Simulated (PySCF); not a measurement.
# Spinor energies of Er²⁵⁺ (erbium, charge +25)

Start: [Kr] 4d7; 4d3/2 filled at m_j = -3/2, -1/2, +1/2, +3/2; 4d5/2 filled at m_j = +1/2, +3/2, +5/2. Calculated with PySCF 2.14 in an uncontracted even-tempered set (17 s from 1.9 bohr⁻², ratio 2.8; 14 p from 2.5 bohr⁻², ratio 2.8; 10 d from 2.5 bohr⁻², ratio 2.8; 3 f from 12 bohr⁻², ratio 3): generalised Hartree-Fock with the X2C-1e Hamiltonian and a Gaussian nucleus; spin-orbit coupling (SO) screened by Boettger's factors.

| spinor shell | electrons | ε, screened SO (eV) | weight of nominal j (screened SO) | rms radius, screened SO (bohr) |
| --- | --- | --- | --- | --- |
| 1s1/2 | 2 | -58576.8 | 1.000 | 0.0231 |
| 2s1/2 | 2 | -10648.7 | 1.000 | 0.0935 |
| 2p1/2 | 2 | -10163.5 | 1.000 | 0.0799 |
| 2p3/2 | 4 | -9240.1 | 1.000 | 0.0867 |
| 3s1/2 | 2 | -3065.4 | 1.000 | 0.240 |
| 3p1/2 | 2 | -2854.2 | 1.000 | 0.231 |
| 3d3/2 | 4 | -2298.6 | 0.999 | 0.217 |
| 3d5/2 | 6 | -2252.7 | 1.000 | 0.221 |
| 4s1/2 | 2 | -1202.5 | 1.000 | 0.508 |
| 4p1/2 | 2 | -1115.7 | 0.995 | 0.512 |
| 4p3/2 | 4 | -1054.4 | 0.998 | 0.537 |
| 4d3/2 | 4 | -911.72 | 0.948 | 0.540 |
| 4d5/2 | 3 | -901.17 | 0.949 | 0.546 |

Where does 3p3/2 lie, and what is the 3p spin-orbit splitting (screened SO)?

At -2654.2 eV, 199.97 eV above 3p1/2.

```csv
quantity,screened SO
E (hartree),-12808.90054
M_J,9/2
⟨J²⟩,24.754
⟨L²⟩,14.791
⟨S²⟩,2.884
```

Each row is a mean over spinors that exchange with the open shell spreads, by up to 20.769 eV (4p3/2).

Breit and QED terms are absent; they matter most for the inner s and p1/2 levels.

Densities and radii are taken from the X2C orbitals without a picture-change correction, which distorts them close to the nucleus.
